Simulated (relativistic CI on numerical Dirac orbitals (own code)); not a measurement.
# Electric-dipole transitions in Te48+

Computed by Dirac-Coulomb-Breit CI, KLI orbitals optimised for each configuration, QED by a radiative potential, unscaled Slater integrals (own radial code, finite nucleus).

CI space (outside the closed core 1s2): 2s², 2s2p, 2p², 2p3s, 2p3p, 2s3s, 2s3p, 2s3d, 2s4s, 2s4p, 2s4d, 2s4f, 3s², 3s3p, 3p². Levels of other configurations are missing.

```
λ vac (Å)           Lower           Upper   A (s⁻¹)  E lower (Ry)  E upper (Ry)
   1.9484   2s2p ³P°2 [5]   2s4d ³D3 [43]  1.28e+14        30.060       497.753
   2.4139   2s2p ³P°2 [5]   2p3p ³D3 [31]  1.13e+14        30.060       407.562
   2.4150     2s² ¹S0 [1]  2s3p ¹P°1 [19]  1.21e+14         0.000       377.339
   2.4207   2s2p ³P°1 [3]   2p3p ³D2 [26]  1.12e+14         8.907       385.358
   2.4643   2s2p ³P°0 [2]   2p3p ³D1 [18]  2.21e+14         7.299       377.086
   2.4648     2s² ¹S0 [1]  2s3p ³P°1 [14]  9.30e+13         0.000       369.713
   2.4668   2s2p ³P°1 [3]   2s3d ³D2 [20]  3.49e+14         8.907       378.316
   2.4751   2s2p ³P°1 [3]   2p3p ³D1 [18]  2.11e+14         8.907       377.086
   2.6043   2s2p ³P°2 [5]   2s3d ³D3 [23]  4.05e+14        30.060       379.967
   2.6167   2s2p ³P°2 [5]   2s3d ³D2 [20]  8.60e+13        30.060       378.316
   2.6318   2s2p ¹P°1 [6]   2s3d ¹D2 [24]  3.43e+14        34.646       380.900
   7.0013   2s3s ³S1 [11]  2s4p ³P°2 [39]  1.55e+13       366.067       496.223
   7.1571  2s3p ³P°1 [14]   2s4d ³D2 [42]  3.20e+13       369.713       497.036
   7.5050  2s3p ³P°2 [17]   2s4d ³D3 [43]  4.06e+13       376.332       497.753
   7.5236   2p3p ³D1 [18]  2s4f ³F°2 [45]  2.47e+13       377.086       498.208
   7.5480  2s3p ¹P°1 [19]   2s4d ¹D2 [44]  2.65e+13       377.339       498.069
   7.5998   2s3d ³D2 [20]  2s4f ³F°3 [46]  7.15e+13       378.316       498.223
   7.6154   2s3d ³D1 [21]  2s4f ³F°2 [45]  4.39e+13       378.547       498.208
   7.6816   2s3d ³D3 [23]  2s4f ³F°4 [47]  8.04e+13       379.967       498.597
   7.7380   2s3d ¹D2 [24]  2s4f ¹F°3 [48]  7.28e+13       380.900       498.664
```

Terms are leading LS components. Brackets give the number of a level in order of energy, since labels repeat. The list gives strong lines, with weight on those to low levels, without lines whose two gauges differ by over a factor of 2.5, among the lowest 48 of 58 levels, so that lines to higher ones, which can be the strongest, are missing. Levels whose partners in the same complex of configurations lie outside the list can be far off, and so can their lines. Rates are taken at the computed energies, electric ones in the length gauge.

At this charge energies of transitions that change n are usually good to better than 1 %, and those within a shell (Δn = 0) to a few per cent.

Question: From the table, what is the radiative lifetime of 2s4d ³D3?

Answer: The listed rates from this level add up to about 1.69e+14 s⁻¹, 100 % of its decay; with all channels τ = 5.92e-15 s.

LS names give the leading component of a level, which can be under half, so a name can repeat, a term be missing and a line seem to break the LS rules.
